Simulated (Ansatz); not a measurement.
Geometry optimisation, Ansatz, RKS PBE/def2-SVP.

The input (input.yaml):

```yaml
crystal:
  periodic: [false, false, false]
  atoms:
    - { symbol: Hf, position_ang: [0.107426, 0.454459, -0.463388] }
    - { symbol: F, position_ang: [0.931775, -0.212289, 2.523236] }
    - { symbol: Cl, position_ang: [2.31234, -0.196629, -0.96274] }
    - { symbol: F, position_ang: [-0.618945, 1.487931, -1.884436] }
    - { symbol: F, position_ang: [-1.119456, -0.941275, -0.0458] }
    - { symbol: H, position_ang: [0.143442, 1.653189, 0.951107] }
    - { symbol: H, position_ang: [0.701818, 0.691015, 2.439922] }
basis:
  gaussian: { orbitals: def2-SVP }
hamiltonian:
  xc: pbe
relax:
  f_tol: 0.03
  max_steps: 50
output:
  orbitals: {}
```

Command:

```bash
$ ansatz run input.yaml --threads 2 --pin off --max-ram 3072MiB --backend cpu --events-out ev --progress --plain --runs-dir out
```

Where does it end, and by what steps?

The run converged. After 20 steps the energy has fallen by 2.018 eV; H7 moved furthest, 1.40 Å. Parted: Hf1–H6 (1.85 → 3.02 Å), F2–H7 (0.94 → 2.66 Å). Joined: Hf1–F2 (3.17 → 1.91 Å), H6–H7 (1.86 → 0.77 Å).

| step | energy less start (eV) | largest force component (eV/Å) | accepted |
| --- | --- | --- | --- |
| 0 | 0.0000 | 0.480 | yes |
| 1 | -0.0959 | 0.491 | yes |
| 2 | -0.2132 | 1.167 | yes |
| 3 | -0.3533 | 0.387 | yes |
| 4 | -0.3752 | 1.541 | yes |
| 5 | -0.4509 | 1.111 | yes |
| 6 | -0.5186 | 1.115 | yes |
| 7 | -0.7907 | 1.881 | yes |
| 8 | -1.2756 | 1.501 | yes |
| 9 | -1.6321 | 1.395 | yes |
| 10 | -1.7764 | 0.690 | yes |
| 11 | -1.9019 | 0.242 | yes |
| 12 | -1.9562 | 0.918 | yes |
| 13 | -1.9647 | 0.827 | yes |
| 14 | -1.9958 | 0.361 | yes |
| 15 | -2.0067 | 0.368 | yes |
| 16 | -2.0131 | 0.150 | yes |
| 17 | -2.0158 | 0.064 | yes |
| 18 | -2.0167 | 0.045 | yes |
| 19 | -2.0175 | 0.051 | yes |
| 20 | -2.0177 | 0.028 | yes |

```xyz
7
Properties=species:S:1:pos:R:3
Hf 0.084 -0.246 -0.051
F -0.027 -0.556 1.835
Cl 2.318 -0.082 -0.798
F -0.963 1.265 -0.581
F -0.691 -1.770 -0.896
H 0.807 2.395 1.223
H 0.930 1.930 1.825
```

Whether the end is a true minimum wasn't checked by a vibrational analysis.

Time of the run: 20 s on 2 threads of AMD EPYC 9R45 96-Core Processor (Zen 5), on a shared host, peak memory 0.21 GiB.
